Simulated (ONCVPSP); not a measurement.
# u(r) = r·R(r): atom against pseudo-atom (Be (Z = 4))

Columns: radius, all-electron u(r) and pseudo u(r) of the 2s shell (level -5.61 eV) of beryllium in the configuration [He] 2s2; revPBE, scalar-relativistic, ONCV scheme, ONCVPSP 4.0.1.

```json
{"r (bohr)": "0.118", "all-electron": "-0.2119", "pseudo": "0.0444"}
{"r (bohr)": "0.235", "all-electron": "-0.2485", "pseudo": "0.0879"}
{"r (bohr)": "0.353", "all-electron": "-0.1987", "pseudo": "0.1312"}
{"r (bohr)": "0.470", "all-electron": "-0.1096", "pseudo": "0.1741"}
{"r (bohr)": "0.588", "all-electron": "-0.0049", "pseudo": "0.2183"}
{"r (bohr)": "0.705", "all-electron": "0.0999", "pseudo": "0.2634"}
{"r (bohr)": "0.822", "all-electron": "0.1984", "pseudo": "0.3091"}
{"r (bohr)": "0.940", "all-electron": "0.2879", "pseudo": "0.3546"}
{"r (bohr)": "1.058", "all-electron": "0.3660", "pseudo": "0.3981"}
{"r (bohr)": "1.175", "all-electron": "0.4331", "pseudo": "0.4386"}
{"r (bohr)": "1.292", "all-electron": "0.4902", "pseudo": "0.4766"}
{"r (bohr)": "1.410", "all-electron": "0.5374", "pseudo": "0.5130"}
{"r (bohr)": "1.528", "all-electron": "0.5744", "pseudo": "0.5475"}
{"r (bohr)": "1.645", "all-electron": "0.6020", "pseudo": "0.5787"}
{"r (bohr)": "1.763", "all-electron": "0.6214", "pseudo": "0.6053"}
{"r (bohr)": "1.880", "all-electron": "0.6333", "pseudo": "0.6244"}
{"r (bohr)": "1.998", "all-electron": "0.6388", "pseudo": "0.6352"}
{"r (bohr)": "2.115", "all-electron": "0.6385", "pseudo": "0.6377"}
{"r (bohr)": "2.232", "all-electron": "0.6335", "pseudo": "0.6334"}
{"r (bohr)": "2.350", "all-electron": "0.6242", "pseudo": "0.6242"}
{"r (bohr)": "2.468", "all-electron": "0.6116", "pseudo": "0.6116"}
{"r (bohr)": "2.585", "all-electron": "0.5963", "pseudo": "0.5963"}
{"r (bohr)": "2.702", "all-electron": "0.5787", "pseudo": "0.5787"}
{"r (bohr)": "2.820", "all-electron": "0.5594", "pseudo": "0.5594"}
{"r (bohr)": "2.938", "all-electron": "0.5387", "pseudo": "0.5387"}
{"r (bohr)": "3.055", "all-electron": "0.5174", "pseudo": "0.5174"}
```

**Question.** How many radial nodes do the two functions have?

**Answer.** The all-electron 2s function has n − l − 1 = 1; the pseudo-wave has 0, since the states of the same l below it are removed with the core.

**Question.** At about which radius was the pseudo-wave matched?

**Answer.** 2.35 bohr. The columns agree to 0.0005 from 2.23 bohr on; several derivatives are matched, so the curves merge somewhat inside the radius.

**Question.** Is the pseudo-wave norm-conserving?

**Answer.** Yes: the ONCV scheme keeps the norm inside the radius equal to the all-electron one, which fixes the energy derivative of the logarithmic derivative at the level.
